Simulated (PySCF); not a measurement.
## Scandium: a sound run and one with changed settings

Sound run: Sc [Ar] 3d1 4s2, Sc⁺ [Ar] 3d1 4s1. All numbers are calculated (PySCF 2.14, scalar relativity by spin-free X2C-1e, in cc-pVDZ-DK). In the sound run the correlated levels freeze [Ar]. The sound run starts from symmetry-adapted Hartree-Fock orbitals and uses a fine grid where one is needed.

Changed run: the non-relativistic Hamiltonian (point nucleus). This setting is unsound on purpose.

| species | method | sound run (hartree) | changed run (hartree) | converged |
| --- | --- | --- | --- | --- |
| Sc | UHF | -763.28332 | -758.41843 | yes |
| Sc | MP2 | -763.30978 | -758.44475 | yes |
| Sc⁺ | UHF | -763.08498 | -758.22145 | yes |
| Sc⁺ | MP2 | -763.08741 | -758.22385 | yes |

Ionisation energy of Sc:

| method | sound run (eV) | changed run (eV) |
| --- | --- | --- |
| UHF | 5.397 | 5.360 |
| LDA | 6.682 | 6.646 |
| PBE | 6.526 | 6.502 |
| MP2 | 6.051 | 6.011 |
| SCS-MP2 | 6.181 | 6.141 |

Most of the change in total energy is the relativistic energy itself. On top of that the contraction fixes the core shape for the Hamiltonian it was made with, so the changed run is not a good calculation with the other Hamiltonian either.

For comparison, NIST gives 6.561 eV between the lowest levels.
